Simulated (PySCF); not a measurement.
## Unknown compound

The spectra below were simulated for a compound C2H2BF3.

¹H NMR (600 MHz, computed): δ 6.80 (br, 2H).

¹³C{¹H} NMR (computed): δ 174.4 (C, ddd, J = 410.1, 390.8, 41.9 Hz), 146.5 (C, dd, J = 314.0, 43.0 Hz).

PySCF 2.14 calculation with B3LYP/pcJ-1 coupling constants, σ from GIAO-PBE0/pcSseg-1 and geometry from PBE0-D3(BJ)/def2-SVP; a single conformation, no solvent, non-relativistic, fast rotation and ring inversion assumed for equivalent nuclei.

Shifts are taken against calculated references (same method and geometry level): ¹H, ¹³C against TMS.

Q: Propose a structure and justify it.

A: 
2 carbon signals for 2 carbons: no two carbons are equivalent. Carbon types of the structure: 2 × C, leaving 2 H on heteroatoms. δC 174.4, 146.5: fully substituted alkene carbon. δH 6.80: hydrogen on a boron bonded to C.

These data were computed for `BC(F)=C(F)F`.

This is the structure that produced the data.

Hydrogens on boron are broadened and split by ¹¹B (spin 3/2, 80 %) and 10B (spin 3). A carbon bonded to boron is broadened by the quadrupolar boron nucleus and is often missing from a measured spectrum. Common functionals overestimate the size of one-bond C–F couplings by tens of Hz; these are unscaled. Shifts are as computed. Against solution values, carbons near 30 ppm lie about +2 ppm off and those near 130 ppm about +5 ppm. Of 1211 compounds with measured shifts, 218 miss one by over three times the rms of a fit or turn the order of signals round; such compounds aren't used in these exercises.
